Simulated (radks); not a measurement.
Pr, 59 electrons, occupied as [Xe] 4f1.75 5d1.25 6s2 (fractional occupations, a model configuration). Method: Dirac Kohn-Sham, LDA (Slater exchange, Perdew-Wang correlation), spin-unpolarised, spherical densities, point nucleus; open shells are shared between the two j in proportion to 2j + 1; computed with a radial shooting solver on a logarithmic mesh with Libxc functionals.

Radial electron density D(r) = 4 pi r^2 rho(r):

| r (bohr) | D(r) (e/bohr) |
|---|---|
| 0.0009876 | 2.933 |
| 0.00115 | 3.786 |
| 0.001349 | 4.936 |
| 0.001571 | 6.327 |
| 0.001829 | 8.074 |
| 0.002129 | 10.25 |
| 0.002478 | 12.94 |
| 0.002908 | 16.42 |
| 0.003386 | 20.42 |
| 0.003941 | 25.16 |
| 0.004588 | 30.68 |
| 0.005342 | 36.94 |
| 0.006268 | 44.22 |
| 0.007298 | 51.57 |
| 0.008496 | 59.00 |
| 0.00989 | 66.04 |
| 0.01161 | 72.38 |
| 0.01351 | 76.77 |
| 0.01573 | 79.05 |
| 0.01831 | 78.99 |
| 0.02132 | 76.87 |
| 0.02502 | 73.38 |
| 0.02912 | 70.44 |
| 0.0339 | 69.69 |
| 0.03947 | 72.57 |
| 0.04595 | 79.41 |
| 0.05392 | 89.28 |
| 0.06277 | 97.92 |
| 0.07308 | 102.0 |
| 0.08508 | 99.24 |
| 0.09904 | 90.60 |
| 0.1162 | 80.26 |
| 0.1353 | 75.43 |
| 0.1575 | 78.28 |
| 0.1834 | 85.34 |
| 0.2135 | 88.42 |
| 0.2505 | 80.06 |
| 0.2916 | 62.22 |
| 0.3395 | 43.66 |
| 0.3953 | 33.61 |
| 0.4601 | 33.79 |
| 0.54 | 37.83 |
| 0.6286 | 37.34 |
| 0.7318 | 30.65 |
| 0.852 | 21.57 |
| 0.9918 | 14.54 |
| 1.164 | 10.78 |
| 1.355 | 9.163 |
| 1.577 | 7.665 |
| 1.836 | 5.736 |
| 2.155 | 3.707 |
| 2.509 | 2.304 |
| 2.921 | 1.507 |
| 3.4 | 1.099 |
| 3.958 | 0.8340 |
| 4.645 | 0.5788 |
| 5.407 | 0.3535 |
| 6.295 | 0.1797 |
| 7.329 | 0.07382 |
| 8.532 | 0.02390 |
| 10.01 | 0.005475 |
| 11.66 | 0.001000 |
| 13.57 | 0.0001322 |

D(r) has 4 maxima, at r = 0.0169, 0.0743, 0.208, 0.576 bohr, and minima at 0.0326, 0.137, 0.421 bohr, inside which lie 2.01, 11.17, 29.01 electrons.
